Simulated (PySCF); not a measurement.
A GIAO shielding run with PySCF 2.14.0 with density-fitted response routines (density fitting, non-relativistic, gas phase) on SMILES O=C=C(C=O)S[SiH2]C=O, C$_{4}$H$_{4}$O$_{3}$SSi:

```
$ OMP_NUM_THREADS=1 python probes_run.py task.json out

{"job": {"kind": "nmr", "xc": "PBE0", "basis": "pcSseg-1"}, "charge": 0, "multiplicity": 1}
O     -3.137156    -0.248365     2.437030
C     -2.416037    -0.309661     1.541670
C     -1.540088    -0.340080     0.560703
C     -1.707344    -0.909762    -0.731008
O     -0.840689    -0.887228    -1.588736
S      0.031428     0.437450     0.944711
Si     1.077675     0.141884    -0.960704
C      2.694876     1.042589    -0.386288
O      3.752919     0.832504    -0.920172
H     -2.676602    -1.383434    -0.929641
H      0.579835     1.056247    -1.981840
H      1.532563    -1.224798    -1.158743
H      2.644233     1.793141     0.432794
```

Hardware: 1 thread of an Arm Neoverse N1, shared host. The job also computes population analyses, field gradients.

(1) How large is the calculation?

(2) How long does it take, and how much memory does it need?

Answers

(1) 82 electrons, 187 basis functions and 1017 auxiliary functions.

(2) 74 s of wall time, with 17 SCF cycles and 6 response iterations; peak memory 0.97 GiB. Times on a shared host scatter by some tens of per cent.
